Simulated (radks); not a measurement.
Task: The mean radii <r> (bohr) of the occupied orbitals of an atom or ion are listed with their occupations. Method: scalar-relativistic Kohn-Sham, LDA (Slater exchange, Perdew-Wang correlation), spin-polarised, spherical densities, point nucleus; computed with a radial shooting solver on a logarithmic mesh with Libxc functionals.

orbital  occ.      <r>
1s up       1  0.02038
1s down     1  0.02038
2s up       1  0.08651
2s down     1  0.08651
2p up       3  0.07674
2p down     3  0.07674
3s up       1   0.2256
3s down     1   0.2255
3p up       3   0.2247
3p down     3   0.2246
3d up       5   0.2039
3d down     5   0.2038
4s up       1   0.5080
4s down     1   0.5080
4p up       3   0.5386
4p down     3   0.5388
4d up       5   0.5821
4d down     5   0.5827
5s up       1    1.228
5s down     1    1.233
5p up       3    1.440
5p down     3    1.446
4f up       7   0.7641
4f down     4   0.7767
6s up       1    3.121

Name the element and its charge. Open shells, if any, are filled with parallel spins first.

Result: Z = 68, erbium, charge +2: Er2+ in [Xe] 4f11 6s1. The 1s radius gives Z: for a bare nucleus <r> = (2 gamma + 1)/(2Z) with gamma = sqrt(1 - (Z/c)^2), 0.02012 bohr for Z = 68, and screening makes it slightly larger (0.02038 here). The occupations add up to 66, and the charge is Z minus that.
